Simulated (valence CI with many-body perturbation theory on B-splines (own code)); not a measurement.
# Sn⁴³⁺: calculated level list

Method: configuration interaction combined with many-body perturbation theory (CI+MBPT): five valence electrons over a frozen Dirac-Fock core [He], a basis of 9 s, 9 p, 8 d, 6 f, 3 g, 1 h functions for each j, with the one-electron correlation potential Σ1, the two-electron term Σ2, the three-electron term Σ3, Breit, model QED; selected CI, second order for the rest, scaled by the run's own slope (own B-spline code, finite nucleus).

No measured spectrum was set against this ion. As an estimate, large intervals hold to a few tenths of a per cent, small ones and those within an open d or f shell to about a per cent. Among the levels kept, up to 3600 cm⁻¹ of a level comes from second order outside the variational space, and about a tenth of that is noise between levels of different J, which matters for small intervals.

Levels 1 to 45 of 63, with energies above the lowest level, (2s^2 2p1/2^2 2p3/2) J=3/2. "Leading %" is the weight of the configuration and term that name the level; weights of strongly mixed levels are sums over their largest components and can fall short, so below about 35 % the name and the second component can differ from the true leading terms, or belong to a minority configuration. In the jj column 3d3/2^4 stands for four electrons in 3d with j = 3/2.

| No. | Configuration | Term | J | E (× 10³ cm⁻¹) | Leading % | g | Leading jj | Second component |
| --- | --- | --- | --- | --- | --- | --- | --- | --- |
| 1 | 2s2.2p3 | 2P° | 3/2 | 0.00 | 45 | 1.377 | 2s^2 2p1/2^2 2p3/2 (99 %) | 29 % 2s2.2p3 4S° |
| 2 | 2s2.2p3 | 4S° | 3/2 | 1815.7 | 54 | 1.435 | 2s^2 2p1/2 2p3/2^2 (99 %) | 46 % 2s2.2p3 2D° |
| 3 | 2s2.2p3 | 2D° | 5/2 | 1967.5 | 100 | 1.184 | 2s^2 2p1/2 2p3/2^2 (100 %) |  |
| 4 | 2s2.2p3 | 2P° | 1/2 | 2190.3 | 100 | 0.645 | 2s^2 2p1/2 2p3/2^2 (100 %) |  |
| 5 | 2s.2p4 | 4P | 5/2 | 3397.3 | 77 | 1.492 | 2s 2p1/2^2 2p3/2^2 (99 %) | 23 % 2s.2p4 2D |
| 6 | 2s.2p4 | 2S | 1/2 | 3892.9 | 58 | 2.139 | 2s 2p1/2^2 2p3/2^2 (97 %) | 36 % 2s.2p4 4P |
| 7 | 2s.2p4 | 2P | 3/2 | 3905.0 | 40 | 1.220 | 2s 2p1/2^2 2p3/2^2 (96 %) | 36 % 2s.2p4 2D |
| 8 | 2s2.2p3 | 2P° | 3/2 | 4014.5 | 54 | 1.278 | 2s^2 2p3/2^3 (99 %) | 29 % 2s2.2p3 2D° |
| 9 | 2s.2p4 | 4P | 3/2 | 5371.2 | 75 | 1.528 | 2s 2p1/2 2p3/2^3 (98 %) | 18 % 2s.2p4 2D |
| 10 | 2s.2p4 | 2D | 5/2 | 5612.3 | 77 | 1.276 | 2s 2p1/2 2p3/2^3 (99 %) | 23 % 2s.2p4 4P |
| 11 | 2s.2p4 | 2P | 1/2 | 5869.7 | 59 | 1.445 | 2s 2p1/2 2p3/2^3 (95 %) | 36 % 2s.2p4 4P |
| 12 | 2s.2p4 | 2P | 3/2 | 5963.5 | 53 | 1.074 | 2s 2p1/2 2p3/2^3 (99 %) | 46 % 2s.2p4 2D |
| 13 | 2p5 | 2P° | 3/2 | 7714.3 | 99 | 1.319 | 2p1/2^2 2p3/2^3 (99 %) |  |
| 14 | 2s.2p4 | 2S | 1/2 | 7828.8 | 37 | 1.704 | 2s 2p3/2^4 (96 %) | 35 % 2s.2p4 2P |
| 15 | 2p5 | 2P° | 1/2 | 9682.7 | 100 | 0.645 | 2p1/2 2p3/2^4 (100 %) |  |
| 16 | 2s2.2p2.3s | 4P | 1/2 | 31288 | 49 | 2.026 | 2s^2 2p1/2^2 3s (99 %) | 28 % 2s2.2p2.3s 2S |
| 17 | 2s2.2p2.3p | 2P° | 1/2 | 31767 | 43 | 0.659 | 2s^2 2p1/2^2 3p1/2 (99 %) | 40 % 2s2.2p2.3p 4D° |
| 18 | 2s2.2p2.3p | 2P° | 3/2 | 32399 | 30 | 1.334 | 2s^2 2p1/2^2 3p3/2 (98 %) | 23 % 2s2.2p2.3p 4D° |
| 19 | 2s2.2p2.3d | 2D | 3/2 | 32873 | 38 | 0.784 | 2s^2 2p1/2^2 3d3/2 (99 %) | 35 % 2s2.2p2.3d 4F |
| 20 | 2s2.2p2.3d | 2D | 5/2 | 33089 | 31 | 1.203 | 2s^2 2p1/2^2 3d5/2 (96 %) | 20 % 2s2.2p2.3d 4D |
| 21 | 2s2.2p2.3s | 4P | 3/2 | 33143 | 88 | 1.671 | 2s^2 2p1/2 2p3/2 3s (99 %) | 10 % 2s2.2p2.3s 2P |
| 22 | 2s2.2p2.3s | 2P | 1/2 | 33196 | 67 | 1.295 | 2s^2 2p1/2 2p3/2 3s (99 %) | 32 % 2s2.2p2.3s 4P |
| 23 | 2s2.2p2.3s | 2D | 5/2 | 33274 | 58 | 1.337 | 2s^2 2p1/2 2p3/2 3s (96 %) | 38 % 2s2.2p2.3s 4P |
| 24 | 2s2.2p2.3s | 2D | 3/2 | 33303 | 61 | 0.991 | 2s^2 2p1/2 2p3/2 3s (99 %) | 36 % 2s2.2p2.3s 2P |
| 25 | 2s2.2p2.3p | 4P° | 1/2 | 33618 | 45 | 1.710 | 2s^2 2p1/2 2p3/2 3p1/2 (99 %) | 29 % 2s2.2p2.3p 4D° |
| 26 | 2s2.2p2.3p | 4D° | 3/2 | 33660 | 55 | 1.145 | 2s^2 2p1/2 2p3/2 3p1/2 (99 %) | 23 % 2s2.2p2.3p 2D° |
| 27 | 2s2.2p2.3p | 2F° | 5/2 | 33751 | 44 | 1.088 | 2s^2 2p1/2 2p3/2 3p1/2 (99 %) | 32 % 2s2.2p2.3p 2D° |
| 28 | 2s2.2p2.3p | 2P° | 3/2 | 33926 | 40 | 1.356 | 2s^2 2p1/2 2p3/2 3p1/2 (97 %) | 26 % 2s2.2p2.3p 2D° |
| 29 | 2s2.2p2.3p | 4D° | 5/2 | 34181 | 48 | 1.434 | 2s^2 2p1/2 2p3/2 3p3/2 (92 %) | 32 % 2s2.2p2.3p 4P° |
| 30 | 2s2.2p2.3p | 4P° | 1/2 | 34226 | 35 | 1.654 | 2s^2 2p1/2 2p3/2 3p3/2 (98 %) | 33 % 2s2.2p2.3p 2P° |
| 31 | 2s2.2p2.3p | 2D° | 3/2 | 34270 | 51 | 1.183 | 2s^2 2p1/2 2p3/2 3p3/2 (99 %) | 27 % 2s2.2p2.3p 4P° |
| 32 | 2s2.2p2.3p | 2F° | 7/2 | 34322 | 60 | 1.244 | 2s^2 2p1/2 2p3/2 3p3/2 (99 %) | 39 % 2s2.2p2.3p 4D° |
| 33 | 2s2.2p2.3p | 2P° | 3/2 | 34362 | 37 | 1.388 | 2s^2 2p1/2 2p3/2 3p3/2 (90 %) | 23 % 2s2.2p2.3p 4S° |
| 34 | 2s2.2p2.3p | 2D° | 5/2 | 34435 | 48 | 1.260 | 2s^2 2p1/2 2p3/2 3p3/2 (81 %) | 16 % 2s2.2p2.3p 2F° |
| 35 | 2s.2p3.3s | 6S° | 5/2 | 34542 | 31 | 1.595 | 2s 2p1/2^2 2p3/2 3s (71 %) | 31 % 2s.2p3.3s 4P° |
| 36 | 2s2.2p2.3p | 2P° | 1/2 | 34545 | 83 | 0.667 | 2s^2 2p1/2 2p3/2 3p3/2 (96 %) | 8 % 2s2.2p2.3p 4D° |
| 37 | 2s.2p3.3s | 4S° | 3/2 | 34675 | 33 | 1.525 | 2s 2p1/2^2 2p3/2 3s (88 %) | 30 % 2s.2p3.3s 2P° |
| 38 | 2s2.2p2.3d | 4F | 3/2 | 34736 | 43 | 0.936 | 2s^2 2p1/2 2p3/2 3d3/2 (98 %) | 30 % 2s2.2p2.3d 2P |
| 39 | 2s2.2p2.3d | 4F | 5/2 | 34751 | 55 | 0.977 | 2s^2 2p1/2 2p3/2 3d3/2 (97 %) | 37 % 2s2.2p2.3d 2F |
| 40 | 2s2.2p2.3d | 4D | 1/2 | 34763 | 80 | 0.230 | 2s^2 2p1/2 2p3/2 3d3/2 (99 %) | 14 % 2s2.2p2.3d 2P |
| 41 | 2s2.2p2.3d | 4F | 7/2 | 34847 | 45 | 1.073 | 2s^2 2p1/2 2p3/2 3d3/2 (82 %) | 40 % 2s2.2p2.3d 2G |
| 42 | 2s2.2p2.3d | 4D | 7/2 | 34881 | 50 | 1.289 | 2s^2 2p1/2 2p3/2 3d5/2 (87 %) | 27 % 2s2.2p2.3d 2F |
| 43 | 2s2.2p2.3d | 2F | 5/2 | 34895 | 29 | 1.208 | 2s^2 2p1/2 2p3/2 3d3/2 (65 %) | 27 % 2s2.2p2.3d 4P |
| 44 | 2s2.2p2.3d | 2D | 3/2 | 34932 | 36 | 1.107 | 2s^2 2p1/2 2p3/2 3d3/2 (59 %) | 33 % 2s2.2p2.3d 4D |
| 45 | 2s2.2p2.3d | 4P | 3/2 | 34987 | 32 | 1.500 | 2s^2 2p1/2 2p3/2 3d5/2 (60 %) | 28 % 2s2.2p2.3d 2P |

The ionisation energy to 2s2.2p2 3P_0 of the next ion comes out as 7074.2 eV (NIST: 7080 ± 50 eV (semi-empirical)). All 63 levels together are meant to be complete up to 35641 × 10³ cm⁻¹.
